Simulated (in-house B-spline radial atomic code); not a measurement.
Mg. Computed with a B-spline radial atomic code. Model: non-relativistic spherical atom: semilocal Troullier-Martins pseudo-atom, one channel per l, against all electrons, high spin, G0W0 and RPA with empty states to l = 8, local potential for every l without a channel, a model core (radius 0 = none) keeps its share of the functional.

What the tables leave out is listed at the end.

The pseudopotential gives back the lowest level of each angular momentum of its own functional in the configuration it was made in; a second state of the same l is only approximately right. Exact exchange, RPA and GW see the smooth pseudo-orbitals and miss the exchange with the core, for which the functional's share stands in. The column with an uncorrelated core keeps all orbitals and exact exchange, and so separates missing core correlation from pseudisation. Only the three outermost levels and the lowest empty one were computed. RPA here is direct RPA, with no exchange kernel, and its energies carry an (l + 1/2)⁻⁴ tail. A hybrid on a potential with a model core restores only its own semilocal share of the core's exchange.

Command:
```bash
python run_psgw.py task.json out
```
Settings (lengths in bohr, energies in hartree):
```
Z                      12
electrons              12
configuration          [Ne] 3s2
generated_in           [Ne] 3s2
functional             pbe,pbe
core_shells            1
radius_factor          1.3
core_correction        False
ion_configuration      [Ne] 3s1
```

Cost of the run: 44 s on 1 thread of Arm Neoverse N1 (shared host).

Given: made with PBE; model core radius 0 bohr; local radius 0.745 bohr; mean-field start PBE.

Valence shells of the generating configuration: 2s, 2p, 3s.

Channel: s 0.712, p 0.929 (radii in bohr).

Computed: largest level miss in the spin-unpolarised generating configuration 0.025 eV; valence RPA correlation energy pseudo -0.53803 hartree; all-electron RPA polarisability, core included 53.999 bohr³; pseudo-atom RPA polarisability 53.42 bohr³; ionisation by mean-field pseudo minus all 0.035 eV; ionisation by RPA all-electron 8.0263 eV; ionisation by RPA pseudo minus all 0.056 eV.

```json
{"level": "3s", "occupied": "1", "mean-field all-electron (eV)": "-4.6989", "mean-field pseudo minus all (eV)": "-0.025", "G0W0 all-electron (eV)": "-7.5139", "G0W0 uncorrelated core minus all (eV)": "0.001", "G0W0 pseudo minus all (eV)": "-0.057", "exchange self-energy all-electron (eV)": "-8.9708", "exchange self-energy pseudo (eV)": "-8.8912"}
```

**Question.** What is the valence RPA correlation energy all-electron orbitals?

**Answer.** -0.57253 hartree.

**Question.** What is the ionisation by mean-field all-electron?

**Answer.** 7.6121 eV.

Given: mean-field start PBE0.

Computed: valence RPA correlation energy all-electron orbitals -0.54302 hartree; valence RPA correlation energy pseudo -0.51072 hartree; all-electron RPA polarisability, core included 46.37 bohr³; pseudo-atom RPA polarisability 45.764 bohr³; ionisation by RPA all-electron 7.8399 eV; ionisation by RPA pseudo minus all 0.056 eV.

| level | occupied | mean-field all-electron (eV) | mean-field pseudo minus all (eV) | G0W0 all-electron (eV) | G0W0 uncorrelated core minus all (eV) | G0W0 pseudo minus all (eV) | exchange self-energy all-electron (eV) | exchange self-energy pseudo (eV) |
| --- | --- | --- | --- | --- | --- | --- | --- | --- |
| 3s | 1 | -5.4255 | -0.031 | -7.6709 | 0.001 | -0.057 | -8.8703 | -8.8037 |

**Question.** What is the ionisation by mean-field all-electron?

**Answer.** 7.5415 eV.

**Question.** What is the ionisation by mean-field pseudo minus all?

**Answer.** 0.04 eV.

Given: mean-field start Hartree-Fock.

Computed: valence RPA correlation energy all-electron orbitals -0.47739 hartree; valence RPA correlation energy pseudo -0.45017 hartree; all-electron RPA polarisability, core included 36.286 bohr³; ionisation by mean-field all-electron 6.6054 eV; ionisation by RPA all-electron 7.496 eV; ionisation by RPA pseudo minus all 0.057 eV.

| level | occupied | mean-field all-electron (eV) | mean-field pseudo minus all (eV) | G0W0 all-electron (eV) | G0W0 uncorrelated core minus all (eV) | G0W0 pseudo minus all (eV) | exchange self-energy all-electron (eV) | exchange self-energy pseudo (eV) |
| --- | --- | --- | --- | --- | --- | --- | --- | --- |
| 3s | 1 | -6.8859 | -0.056 | -7.6891 | 0.001 | -0.055 | -8.5008 | -8.469 |
| 2p | 1 | -62.103 | 0.385 | -59.463 | 0.06 | 0.434 | -52.848 | -50.826 |

**Question.** What is the ionisation by mean-field pseudo minus all?

**Answer.** 0.054 eV.

**Question.** What is the pseudo-atom RPA polarisability?

**Answer.** 35.561 bohr³.

Among the listed levels the largest G0W0 shift of the pseudo-atom is +0.43 eV, for 2p on the Hartree-Fock start, while leaving the core uncorrelated moves that level by +0.06 eV. So pseudisation and the lost core exchange, not the missing core correlation, make the error. Not in the tables (levels of low weight, unsolved or above zero; the highest and the empty levels are kept at any weight): on PBE the G0W0 levels 2p (pseudo minus all +0.01 eV, weights 0.07 and 0.07), 2s (pseudo minus all -0.63 eV, weights 0.03 and 0.05), 3p (pseudo minus all +0.02 eV, weights 0.86 and 0.86); on PBE0 the G0W0 levels 2p (pseudo minus all +0.47 eV, weights -0.00 and 0.03), 2s (pseudo minus all -0.47 eV, weights 0.04 and 0.06), 3p (pseudo minus all +0.02 eV, weights 0.91 and 0.91); on Hartree-Fock the G0W0 levels 2s (pseudo minus all -0.65 eV, weights 0.68 and 0.29).
